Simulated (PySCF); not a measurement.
Simulation results for ClF$_{2}$Si, AlFH$_{2}$NSi, F$_{2}$HSi, FH$_{2}$Si and others

Calculation on a computer-drawn molecule: the log of a Hartree-Fock and frozen-core CCSD(T) single point meant for a local Hartree-Fock minimum, with one planted fault or none, to be diagnosed. Offsets are logged minus clean, where the clean run is the same molecule without the fault. The reference is restricted for singlets and unrestricted otherwise, and also for a bond in bohr or an excited solution. Adding or removing an electron swaps singlet and doublet. The excited solution moves the top pair (singlet) or top alpha electron (doublet) to the lowest empty orbital. Highest occupied and lowest empty are orbital energies over both spins, largest force is the largest gradient component, triples share is (T) over the correlation energy, the T1 limit is 0.02 restricted and 0.045 unrestricted, electrons count all cores, a negative frequency is imaginary (commonest isotopes), and the dipole is about the centre of nuclear charge. Program: PySCF 2.14.0.

Common to all runs: meant multiplicity 1; logged SCF converged yes; possible faults no fault, one electron removed, one electron added, multiplicity raised by two, geometry at a saddle point, SCF held on an excited solution, minimal basis STO-3G, one bond length entered in bohr, all coordinates scaled.

(1) 
```xyz
4
formula=ClF2Si meant_charge=1 meant_basis=cc-pV(D+d)Z logged_electrons=48 logged_basis_functions=28 logged_spin_squared=0 logged_highest_occupied=-19.185 logged_lowest_empty=-3.0412 logged_largest_force=0.058059 logged_T1_diagnostic=0.01862 logged_D1_diagnostic=0.080098 logged_triples_share=0.095716 logged_CC_converged=yes logged_dipole_magnitude=1.8068 logged_SCF_stable_within_its_kind=yes logged_energy_HF=-936.07572 logged_energy_CCSD(T)=-936.19191 planted_fault=minimal_basis_STO-3G HF_energy_offset_from_clean_run=6945 CCSD(T)_energy_offset_from_clean_run=7260
F      0.1431    -3.5573    -0.1977
Si    -0.3154    -2.1033    -0.3825
F      0.6440    -1.2027    -1.1743
Cl    -1.9736    -1.4561     0.3273
```

Units: logged_highest_occupied, logged_lowest_empty in eV; logged_largest_force in hartree/bohr; logged_dipole_magnitude in debye; logged_energy_HF, logged_energy_CCSD(T) in hartree; HF_energy_offset_from_clean_run, CCSD(T)_energy_offset_from_clean_run in kcal/mol.

Drawn bonds:
| atom | other atom | order |
| --- | --- | --- |
| 1 | 2 | 1 |
| 2 | 3 | 1 |
| 2 | 4 | 1 |

(2) 
```xyz
4
formula=ClF2Si meant_charge=1 meant_basis=cc-pV(D+d)Z logged_electrons=48 logged_basis_functions=74 logged_spin_squared=1.0087 logged_highest_occupied=-18.585 logged_lowest_empty=-7.1714 logged_largest_force=0.017924 logged_CC_converged=no logged_dipole_magnitude=0.58094 logged_SCF_stable_within_its_kind=yes logged_energy_HF=-946.99388 planted_fault=one_bond_length_entered_in_bohr,row_2_of_the_drawn_bonds HF_energy_offset_from_clean_run=93.37
F      0.1431    -3.5573    -0.1977
Si    -0.3154    -2.1033    -0.3825
F      1.4977    -0.4014    -1.8788
Cl    -1.9736    -1.4561     0.3273
```

Units: logged_highest_occupied, logged_lowest_empty in eV; logged_largest_force in hartree/bohr; logged_dipole_magnitude in debye; logged_energy_HF in hartree; HF_energy_offset_from_clean_run in kcal/mol.

Drawn bonds:
| atom | other atom | order |
| --- | --- | --- |
| 1 | 2 | 1 |
| 2 | 3 | 1 |
| 2 | 4 | 1 |

Notes: CCSD not converged.

(3) 
```xyz
6
formula=AlFH2NSi meant_charge=1 meant_basis=cc-pV(D+d)Z logged_electrons=44 logged_basis_functions=84 logged_spin_squared=0 logged_highest_occupied=-9.4372 logged_lowest_empty=-11.11 logged_largest_force=0.16501 logged_CC_converged=no logged_dipole_magnitude=5.5949 logged_SCF_stable_within_its_kind=no logged_energy_HF=-685.18936 planted_fault=SCF_held_on_an_excited_solution HF_energy_offset_from_clean_run=343.2
F     -1.3325    -3.1164     0.6870
Si    -0.9389    -1.6007     0.5676
N     -2.0060    -0.4524     0.4299
Al    -3.2533     0.6450     0.2904
H      0.5041    -1.4636     0.6058
H     -4.3829     1.6804     0.1608
```

Units: logged_highest_occupied, logged_lowest_empty in eV; logged_largest_force in hartree/bohr; logged_dipole_magnitude in debye; logged_energy_HF in hartree; HF_energy_offset_from_clean_run in kcal/mol.

Drawn bonds:
| atom | other atom | order |
| --- | --- | --- |
| 1 | 2 | 1 |
| 2 | 3 | 1 |
| 3 | 4 | 2 |
| 2 | 5 | 1 |
| 4 | 6 | 1 |

Notes: CCSD not converged.

(4) 
```xyz
4
formula=F2HSi meant_charge=-1 meant_basis=aug-cc-pV(D+d)Z logged_electrons=34 logged_basis_functions=87 logged_spin_squared=0 logged_highest_occupied=-1.8987 logged_lowest_empty=4.8546 logged_largest_force=0.060282 logged_T1_diagnostic=0.014568 logged_D1_diagnostic=0.030263 logged_triples_share=0.023429 logged_CC_converged=yes logged_dipole_magnitude=2.4876 logged_SCF_stable_within_its_kind=yes logged_energy_HF=-488.52052 logged_energy_CCSD(T)=-489.06909 planted_fault=all_coordinates_scaled,by_-5.4_% HF_energy_offset_from_clean_run=6.506 CCSD(T)_energy_offset_from_clean_run=10.55
F      2.8040    -1.5371    -1.2679
Si     1.4438    -1.2185    -2.0379
F      0.4655    -1.4850    -0.8065
H      1.5080     0.2410    -1.8772
```

Units: logged_highest_occupied, logged_lowest_empty in eV; logged_largest_force in hartree/bohr; logged_dipole_magnitude in debye; logged_energy_HF, logged_energy_CCSD(T) in hartree; HF_energy_offset_from_clean_run, CCSD(T)_energy_offset_from_clean_run in kcal/mol.

Drawn bonds:
| atom | other atom | order |
| --- | --- | --- |
| 1 | 2 | 1 |
| 2 | 3 | 1 |
| 2 | 4 | 1 |

(5) 
```xyz
4
formula=FH2Si meant_charge=1 meant_basis=cc-pV(D+d)Z logged_electrons=24 logged_basis_functions=47 logged_spin_squared=0 logged_highest_occupied=-21.615 logged_lowest_empty=-6.3202 logged_largest_force=2.831e-05 logged_lowest_frequency=719.76 logged_T1_diagnostic=0.016417 logged_D1_diagnostic=0.045405 logged_triples_share=0.01779 logged_CC_converged=yes logged_dipole_magnitude=4.2337 logged_SCF_stable_within_its_kind=yes logged_energy_HF=-389.26266 logged_energy_CCSD(T)=-389.55492 planted_fault=no_fault HF_energy_offset_from_clean_run=0 CCSD(T)_energy_offset_from_clean_run=0
F     -0.4670     1.0251     0.6251
Si     0.8621     0.9942     1.4253
H      1.2307    -0.2919     1.9930
H      1.5801     2.2550     1.5114
```

Units: logged_highest_occupied, logged_lowest_empty in eV; logged_largest_force in hartree/bohr; logged_lowest_frequency in cm⁻¹; logged_dipole_magnitude in debye; logged_energy_HF, logged_energy_CCSD(T) in hartree; HF_energy_offset_from_clean_run, CCSD(T)_energy_offset_from_clean_run in kcal/mol.

Drawn bonds:
| atom | other atom | order |
| --- | --- | --- |
| 1 | 2 | 1 |
| 2 | 3 | 1 |
| 2 | 4 | 1 |

(6) 
```xyz
9
formula=CH5FSi2 meant_charge=0 meant_basis=cc-pV(D+d)Z logged_electrons=48 logged_basis_functions=99 logged_spin_squared=0 logged_highest_occupied=-8.9579 logged_lowest_empty=0.46668 logged_largest_force=3.103e-05 logged_lowest_frequency=53.255 logged_T1_diagnostic=0.012716 logged_D1_diagnostic=0.030722 logged_triples_share=0.023586 logged_CC_converged=yes logged_dipole_magnitude=1.2651 logged_SCF_stable_within_its_kind=yes logged_energy_HF=-718.10295 logged_energy_CCSD(T)=-718.6796
F     -0.5977     0.6845    -3.2302
Si    -0.0865     1.3443    -1.8431
C      1.1306     2.7079    -2.2098
Si     2.1287     3.4254    -0.7478
H     -1.2716     1.8666    -1.1422
H      0.5286     0.2513    -1.0639
H      1.8004     2.4068    -3.0207
H      0.5260     3.5529    -2.5798
H      0.9315     3.6623     0.1608
```

Units: logged_highest_occupied, logged_lowest_empty in eV; logged_largest_force in hartree/bohr; logged_lowest_frequency in cm⁻¹; logged_dipole_magnitude in debye; logged_energy_HF, logged_energy_CCSD(T) in hartree.

Drawn bonds:
| atom | other atom | order |
| --- | --- | --- |
| 1 | 2 | 1 |
| 2 | 3 | 1 |
| 3 | 4 | 1 |
| 2 | 5 | 1 |
| 2 | 6 | 1 |
| 3 | 7 | 1 |
| 3 | 8 | 1 |
| 4 | 9 | 1 |

## Withheld values
1. Give the missing planted fault for CH$_{5}$FSi$_{2}$ (entry 6).

Answers
1. no fault

Further results for CH$_{5}$FSi$_{2}$ (entry 6):

| Property | Result |
| --- | --- |
| HF energy offset from clean run | 0 kcal/mol |
| CCSD(T) energy offset from clean run | 0 kcal/mol |
